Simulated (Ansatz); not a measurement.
`C=CC[O][AlH2]` and `[AlH2][O]C[SiH2][SiH3]` differ in one atom or group.

Ansatz, PBE0-D4/def2-TZVP geometries, multiplicity 1. Each molecule was computed in one conformer, which needn't be the lowest.

```csv
property,`C=CC[O][AlH2]`
size of the dipole moment (ωB97M-V/def2-TZVPP) / D,0.81
HOMO energy (PBE/def2-TZVPP) / eV,-6.52
size of the dipole moment (B3LYP/def2-TZVPP) / D,0.81
LUMO energy (B3LYP/def2-TZVPP) / eV,-1.20
LUMO energy (ωB97M-V/def2-TZVPP) / eV,0.60
HOMO–LUMO gap (B3LYP/def2-TZVPP) / eV,6.29
```

**Question.** What does the change do to each property? (Estimate.)

**Answer.** Computed: 
| property | `[AlH2][O]C[SiH2][SiH3]` | shift |
| --- | --- | --- |
| size of the dipole moment (ωB97M-V/def2-TZVPP) / D | 0.81 | 0.00 |
| HOMO energy (PBE/def2-TZVPP) / eV | -6.28 | 0.24 |
| size of the dipole moment (B3LYP/def2-TZVPP) / D | 0.81 | 0.00 |
| LUMO energy (B3LYP/def2-TZVPP) / eV | -1.31 | -0.11 |
| LUMO energy (ωB97M-V/def2-TZVPP) / eV | 0.49 | -0.11 |
| HOMO–LUMO gap (B3LYP/def2-TZVPP) / eV | 6.01 | -0.28 |

With PBE0 the HOMO rises by 0.19 eV and the LUMO falls by 0.12 eV, so the gap narrows by about 0.31 eV. PBE moves the HOMO by 0.24 eV and ωB97M-V by 0.27 eV. Dipoles are sizes alone; their direction can turn.

B3LYP here is the variant with VWN-RPA as its local correlation; programs differ in this.
